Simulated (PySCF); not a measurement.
Stepwise substitution at one centre (Ga Cl-Br). All species are isolated molecules in the gas phase. Strings in code marks are SMILES.

The S1–T1 gap (TDA) from two functionals at the same geometries (PBE0-D3(BJ)/def2-TZVP), both in PySCF: PBE-D3(BJ)/def2-TZVP and ωB97X-D3(BJ)/def2-TZVP. Excitations are Tamm–Dancoff values on a coarser integration grid. The basis has no diffuse functions, so Rydberg states are missing or too high.

```tsv
species	PBE-D3(BJ)/def2-TZVP (eV)	ωB97X-D3(BJ)/def2-TZVP (eV)
0 of 3 Cl replaced by Br	0.32	0.42
1 of 3 Cl replaced by Br (`[Cl][Ga]([Cl])[Br]`)	0.34	0.44
2 of 3 Cl replaced by Br	0.32	0.43
3 of 3 Cl replaced by Br (`[Br][Ga]([Br])[Br]`)	0.30	0.40
```

Over these rows, drawn at random from the members with no instability flagged (it was tested for open shells, ions and some series alone), PBE minus ωB97X-D3(BJ): mean -0.10 eV, from -0.11 eV to -0.10 eV.
